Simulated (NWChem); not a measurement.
Everything below was run with NWChem. System: sulfur hexafluoride (F₆S), charge 0, spin multiplicity 1, at a geometry optimised with B3LYP/def2-SVP. Level: evGW0@PBE0/def2-SVP, RI basis def2-svp-rifit, 6 cycles.

Job file:

```
start mol
memory heap 200 mb stack 700 mb global 1700 mb
geometry units angstroms nocenter noautoz
  F      0.000000     0.000000     1.592965
  S      0.000000     0.000000     0.000000
  F      1.592962     0.000000     0.000000
  F      0.000000     1.592961     0.000000
  F     -1.592962     0.000000     0.000000
  F      0.000000    -1.592961     0.000000
  F      0.000000     0.000000    -1.592965
  symmetry group D2h
end
basis spherical
  * library def2-svp
end
basis "ri basis" bse spherical
  * library def2-svp-rifit
end
dft
  xc pbe0
  iterations 100
  direct
  tolerances tight
end
task dft energy
gw
  evgw0 6
  states alpha occ -1 vir -1
end
task dft gw
```

Output (cleaned and shortened):

```
             Northwest Computational Chemistry Package (NWChem) 7.3.0
             --------------------------------------------------------

                                NWChem Input Module
                                -------------------

 Scaling coordinates for geometry "geometry" by  1.889725989
 (inverse scale =  0.529177249)

 Turning off AUTOSYM since
 SYMMETRY directive was detected!

                             Geometry "geometry" -> ""
                             -------------------------

 Output coordinates in angstroms (scale by  1.889725989 to convert to a.u.)

  No.       Tag          Charge          X              Y              Z
 ---- ---------------- ---------- -------------- -------------- --------------
    1 F                    9.0000     0.00000000     0.00000000     1.59296500
    2 S                   16.0000     0.00000000     0.00000000     0.00000000
    3 F                    9.0000     1.59296200     0.00000000     0.00000000
    4 F                    9.0000     0.00000000     1.59296100     0.00000000
    5 F                    9.0000    -1.59296200     0.00000000     0.00000000
    6 F                    9.0000     0.00000000    -1.59296100     0.00000000
    7 F                    9.0000     0.00000000     0.00000000    -1.59296500

 Effective nuclear repulsion energy (a.u.)     555.7015513523

            Nuclear Dipole moment (a.u.)
            ----------------------------
        X                 Y               Z
 ---------------- ---------------- ----------------
     0.0000000000     0.0000000000     0.0000000000

      Symmetry information
      --------------------

 Group name             D2h
 Group number             26
 Group order               8
 No. of unique centers     4

      Symmetry unique atoms

     1    2    3    4


 Summary of "ao basis" -> "" (spherical)
 ------------------------------------------------------------------------------
       Tag                 Description            Shells   Functions and Types
 ---------------- ------------------------------  ------  ---------------------
 *                          def2-svp                  on all atoms

 new library libraries.bse/

 Summary of "ri basis" -> "" (spherical)
 ------------------------------------------------------------------------------
       Tag                 Description            Shells   Functions and Types
 ---------------- ------------------------------  ------  ---------------------
 *                       def2-svp-rifit               on all atoms

                                 NWChem DFT Module
                                 -----------------

 Summary of "ao basis" -> "ao basis" (spherical)
 ------------------------------------------------------------------------------
       Tag                 Description            Shells   Functions and Types
 ---------------- ------------------------------  ------  ---------------------
 F                          def2-svp                 6       14   3s2p1d
 S                          def2-svp                 8       18   4s3p1d

 Summary of "ao basis" -> "ao basis" (spherical)
 ------------------------------------------------------------------------------
       Tag                 Description            Shells   Functions and Types
 ---------------- ------------------------------  ------  ---------------------
 F                          def2-svp                 6       14   3s2p1d
 S                          def2-svp                 8       18   4s3p1d

      Symmetry analysis of basis
      --------------------------

        ag         27
        au          3
        b1g         8
        b1u        16
        b2g         8
        b2u        16
        b3g         8
        b3u        16

            General Information
            -------------------
          SCF calculation type: DFT
          Wavefunction type:  closed shell.
          No. of atoms     :     7
          No. of electrons :    70
           Alpha electrons :    35
            Beta electrons :    35
          Charge           :     0
          Spin multiplicity:     1
          Use of symmetry is: on ; symmetry adaption is: on
          Maximum number of iterations: 100
          This is a Direct SCF calculation.
          AO basis - number of functions:   102
                     number of shells:    44
          Convergence on energy requested:  1.00D-06
          Convergence on density requested:  1.00D-05
          Convergence on gradient requested:  5.00D-04

              XC Information
              --------------
                         PBE0 Method XC Functional
                     Hartree-Fock (Exact) Exchange  0.250
          PerdewBurkeErnzerhof Exchange Functional  0.750
            Perdew 1991 LDA Correlation Functional  1.000 local
           PerdewBurkeErnz. Correlation Functional  1.000 non-local

             Grid Information
             ----------------
          Grid used for XC integration:  medium
          Radial quadrature: Mura-Knowles
          Angular quadrature: Lebedev.
          Tag              B.-S. Rad. Rad. Pts. Rad. Cut. Ang. Pts.
          ---              ---------- --------- --------- ---------
          F                   0.50       49           7.0       434
          S                   1.00       88           5.0       590
          Grid pruning is: on
          Number of quadrature shells:   235
          Spatial weights used:  Erf1

          Convergence Information
          -----------------------
          Convergence aids based upon iterative change in
          total energy or number of iterations.
[...]
@GW        93         94.983           0.000
@GW        94         94.839           0.000
@GW        95         94.838           0.000
@GW        96         94.838           0.000
@GW        97         96.738           0.000
@GW        98        102.315           0.000
@GW        99        102.317           0.000
@GW       100        102.316           0.000
@GW       101        108.878           0.000
@GW       102        108.878           0.000

  *** G4W0

          Solving quasiparticle equations

                  Alpha Orbitals
          State     Energy (eV)     Error (eV)
          -----------------------------------
@GW         1      -2479.203           0.000
@GW         2       -696.613           0.000
@GW         3       -696.615           0.000
@GW         4       -696.614           0.000
@GW         5       -696.614           0.000
@GW         6       -696.612           0.000
@GW         7       -696.609           0.000
@GW         8       -247.103           0.000
@GW         9       -180.080           0.000
@GW        10       -180.080           0.000
@GW        11       -180.081           0.000
@GW        12        -42.599           0.000
@GW        13        -39.457           0.000
@GW        14        -39.459           0.000
@GW        15        -39.767           0.000
@GW        16        -37.936           0.000
@GW        17        -37.942           0.000
@GW        18        -25.803           0.000
@GW        19        -21.526           0.000
@GW        20        -21.525           0.000
@GW        21        -21.527           0.000
@GW        22        -18.796           0.000
@GW        23        -18.796           0.000
@GW        24        -18.798           0.000
@GW        25        -17.395           0.000
@GW        26        -17.396           0.000
@GW        27        -16.285           0.000
@GW        28        -16.285           0.000
@GW        29        -16.285           0.000
@GW        30        -16.303           0.000
@GW        31        -16.304           0.000
@GW        32        -16.306           0.000
@GW        33        -15.217           0.000
@GW        34        -15.217           0.000
@GW        35        -15.219           0.000
@GW        36          2.052           0.000
@GW        37          7.414           0.000
@GW        38          7.415           0.000
@GW        39          7.415           0.000
@GW        40         13.107           0.000
@GW        41         17.911           0.000
@GW        42         17.909           0.000
@GW        43         17.909           0.000
@GW        44         21.726           0.000
@GW        45         21.726           0.000
@GW        46         21.726           0.000
@GW        47         29.863           0.000
@GW        48         29.868           0.000
@GW        49         32.957           0.000
@GW        50         32.960           0.000
@GW        51         32.960           0.000
@GW        52         35.591           0.000
@GW        53         35.731           0.000
@GW        54         35.730           0.000
@GW        55         35.730           0.000
@GW        56         35.686           0.000
@GW        57         35.687           0.000
@GW        58         37.116           0.000
@GW        59         37.117           0.000
@GW        60         37.117           0.000
@GW        61         43.382           0.000
@GW        62         43.380           0.000
@GW        63         43.386           0.000
@GW        64         45.346           0.000
@GW        65         45.348           0.000
@GW        66         45.349           0.000
@GW        67         47.523           0.000
@GW        68         47.524           0.000
@GW        69         60.139           0.000
@GW        70         60.137           0.000
@GW        71         60.136           0.000
@GW        72         67.912           0.000
@GW        73         87.580           0.000
@GW        74         87.583           0.000
@GW        75         87.579           0.000
@GW        76         88.538           0.000
@GW        77         88.538           0.000
@GW        78         88.536           0.000
@GW        79         87.897           0.000
@GW        80         88.100           0.000
@GW        81         88.100           0.000
@GW        82         88.101           0.000
@GW        83         87.997           0.000
@GW        84         87.997           0.000
@GW        85         88.402           0.000
@GW        86         88.707           0.000
@GW        87         88.707           0.000
@GW        88         88.707           0.000
@GW        89         89.113           0.000
@GW        90         89.111           0.000
@GW        91         94.989           0.000
@GW        92         94.987           0.000
@GW        93         94.987           0.000
@GW        94         94.836           0.000
@GW        95         94.835           0.000
@GW        96         94.835           0.000
@GW        97         96.742           0.000
@GW        98        102.328           0.000
@GW        99        102.331           0.000
@GW       100        102.329           0.000
@GW       101        108.897           0.000
@GW       102        108.897           0.000

  *** G5W0

          Solving quasiparticle equations

                  Alpha Orbitals
          State     Energy (eV)     Error (eV)
          -----------------------------------
@GW         1      -2479.258           0.000
@GW         2       -696.644           0.000
@GW         3       -696.645           0.000
@GW         4       -696.644           0.000
@GW         5       -696.644           0.000
@GW         6       -696.642           0.000
@GW         7       -696.640           0.000
@GW         8       -247.105           0.000
@GW         9       -180.080           0.000
@GW        10       -180.080           0.000
@GW        11       -180.081           0.000
@GW        12        -42.599           0.000
@GW        13        -39.457           0.000
@GW        14        -39.458           0.000
@GW        15        -39.767           0.000
@GW        16        -37.936           0.000
@GW        17        -37.942           0.000
@GW        18        -25.803           0.000
@GW        19        -21.526           0.000
@GW        20        -21.525           0.000
@GW        21        -21.527           0.000
@GW        22        -18.796           0.000
@GW        23        -18.796           0.000
@GW        24        -18.798           0.000
@GW        25        -17.395           0.000
@GW        26        -17.396           0.000
@GW        27        -16.285           0.000
@GW        28        -16.284           0.000
@GW        29        -16.284           0.000
@GW        30        -16.303           0.000
@GW        31        -16.303           0.000
@GW        32        -16.306           0.000
@GW        33        -15.217           0.000
@GW        34        -15.217           0.000
@GW        35        -15.219           0.000
@GW        36          2.052           0.000
@GW        37          7.414           0.000
@GW        38          7.414           0.000
@GW        39          7.414           0.000
@GW        40         13.107           0.000
@GW        41         17.911           0.000
@GW        42         17.909           0.000
@GW        43         17.909           0.000
@GW        44         21.726           0.000
@GW        45         21.726           0.000
@GW        46         21.726           0.000
@GW        47         29.863           0.000
@GW        48         29.868           0.000
@GW        49         32.957           0.000
@GW        50         32.960           0.000
@GW        51         32.960           0.000
@GW        52         35.591           0.000
@GW        53         35.729           0.000
@GW        54         35.729           0.000
@GW        55         35.729           0.000
@GW        56         35.686           0.000
@GW        57         35.686           0.000
@GW        58         37.116           0.000
@GW        59         37.117           0.000
@GW        60         37.117           0.000
@GW        61         43.382           0.000
@GW        62         43.380           0.000
@GW        63         43.386           0.000
@GW        64         45.346           0.000
@GW        65         45.348           0.000
@GW        66         45.348           0.000
@GW        67         47.524           0.000
@GW        68         47.525           0.000
@GW        69         60.140           0.000
@GW        70         60.138           0.000
@GW        71         60.137           0.000
@GW        72         67.911           0.000
@GW        73         87.579           0.000
@GW        74         87.581           0.000
@GW        75         87.578           0.000
@GW        76         88.533           0.000
@GW        77         88.533           0.000
@GW        78         88.532           0.000
@GW        79         87.897           0.000
@GW        80         88.100           0.000
@GW        81         88.100           0.000
@GW        82         88.100           0.000
@GW        83         87.997           0.000
@GW        84         87.997           0.000
@GW        85         88.402           0.000
@GW        86         88.707           0.000
@GW        87         88.707           0.000
@GW        88         88.707           0.000
@GW        89         89.108           0.000
@GW        90         89.105           0.000
@GW        91         94.989           0.000
@GW        92         94.987           0.000
@GW        93         94.987           0.000
@GW        94         94.832           0.000
@GW        95         94.832           0.000
@GW        96         94.832           0.000
@GW        97         96.742           0.000
@GW        98        102.320           0.000
@GW        99        102.322           0.000
@GW       100        102.320           0.000
@GW       101        108.898           0.000
@GW       102        108.899           0.000

     GW Timing Statistics
   ------------------------
   Init.   :          0.0s
     ERIs  :          0.9s
     Distr.:          0.1s
     Vxc   :          0.3s
   Sigma_x :          0.0s
   RPA     :          4.0s
   Wmn     :          5.1s
   Sigma_c :          3.4s
   GW total:         13.9s

 Task  times  cpu:       13.9s     wall:       13.9s

 Total times  cpu:       16.8s     wall:       16.8s
```
